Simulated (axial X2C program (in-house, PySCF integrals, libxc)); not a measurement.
# How the levels of RhSH (d8 s0 orbitals) move with the bond length

Calculated with an in-house all-electron X2C program for linear molecules (integrals from PySCF): two-component X2C with atomic mean-field Coulomb and Gaunt terms, basis Rh dyall-v3z, S dyall-av3z, H dyall-v3z (cores contracted in-house). Orbitals come from Hartree–Fock averaged over the configuration Rh d8 s0; CI then distributes these electrons over the d, s shells of Rh.

At Rh–S–H held linear, bonds 2.394 and 1.340 Å (the second held):

```
Ω  energy (cm⁻¹)     g∥  μ (D)  configuration
0              0   0.00  -6.24        100% d8
1            135   2.85  -6.26        100% d8
2            541   5.33  -6.37        100% d8
4            611  10.00  -6.41        100% d8
3            926   7.36  -6.48        100% d8
0           2450   0.00  -6.30        100% d8
1           2465   2.57  -6.26        100% d8
2           2864   3.93  -6.41        100% d8
3           2933   6.64  -6.43        100% d8
0           3528   0.00  -6.24        100% d8
1           4127   0.62  -6.44        100% d8
2           4218   2.78  -6.42        100% d8
1          10954   2.10  -6.33         99% d8
0          11032   0.00  -6.44        100% d8
```

g∥ is the magnitude of 2⟨Lz + ge Sz⟩ for the +Ω component. μ is positive if the H end is positive. The lowest 14 levels at most are listed.

At Rh–S–H held linear, bonds 2.226 and 1.340 Å (the second held):

```json
{"Ω": "0", "energy (cm⁻¹)": "0", "g∥": "0.00", "μ (D)": "-5.23", "configuration": "100% d8"}
{"Ω": "1", "energy (cm⁻¹)": "199", "g∥": "3.07", "μ (D)": "-5.26", "configuration": "100% d8"}
{"Ω": "4", "energy (cm⁻¹)": "502", "g∥": "10.00", "μ (D)": "-5.53", "configuration": "100% d8"}
{"Ω": "2", "energy (cm⁻¹)": "887", "g∥": "5.47", "μ (D)": "-5.43", "configuration": "100% d8"}
{"Ω": "3", "energy (cm⁻¹)": "1330", "g∥": "6.92", "μ (D)": "-5.58", "configuration": "100% d8"}
{"Ω": "1", "energy (cm⁻¹)": "2581", "g∥": "2.59", "μ (D)": "-5.28", "configuration": "100% d8"}
{"Ω": "0", "energy (cm⁻¹)": "2655", "g∥": "0.00", "μ (D)": "-5.34", "configuration": "100% d8"}
{"Ω": "2", "energy (cm⁻¹)": "3132", "g∥": "3.22", "μ (D)": "-5.52", "configuration": "100% d8"}
{"Ω": "3", "energy (cm⁻¹)": "3168", "g∥": "7.07", "μ (D)": "-5.57", "configuration": "100% d8"}
{"Ω": "0", "energy (cm⁻¹)": "3609", "g∥": "0.00", "μ (D)": "-5.26", "configuration": "100% d8"}
{"Ω": "2", "energy (cm⁻¹)": "4463", "g∥": "3.35", "μ (D)": "-5.54", "configuration": "100% d8"}
{"Ω": "1", "energy (cm⁻¹)": "4701", "g∥": "0.40", "μ (D)": "-5.57", "configuration": "100% d8"}
{"Ω": "1", "energy (cm⁻¹)": "10722", "g∥": "2.06", "μ (D)": "-5.38", "configuration": "100% d8"}
{"Ω": "0", "energy (cm⁻¹)": "11058", "g∥": "0.00", "μ (D)": "-5.53", "configuration": "100% d8"}
```

The lowest level lies 1037 cm⁻¹ above the lowest at the first distance.

(1) How does the gap from the lowest to the fifth level change between the two distances?

There is no dynamic correlation: spin–orbit spacings and, for f shells, spacings inside one term are the most reliable numbers, splittings between terms come out too wide, and energies between configurations are not reliable, so the lowest level need not be the ground state of the molecule. For d shells the ligand-field splittings (σ, π, δ) and their order can be off by a thousand cm⁻¹ or more. At most 4 roots were kept for each Ω > 0 (twice that for Ω = 0) within 3.2 eV of the lowest, so higher up levels can be missing between those listed; levels with Ω > 0 are doubly degenerate and listed once, Ω = 0 levels singly. Some active spinors are only partly of the character that their shell is named for, so the shell names and counts are nominal. States that fill the shells left empty in the average are placed too high. The molecule was held linear; bending was not examined. Hydrosulfides and their kin are strongly bent in nature, so this linear model does not describe the real molecule.

## Answers

(1) From 926 to 1330 cm⁻¹, a factor of 1.44.
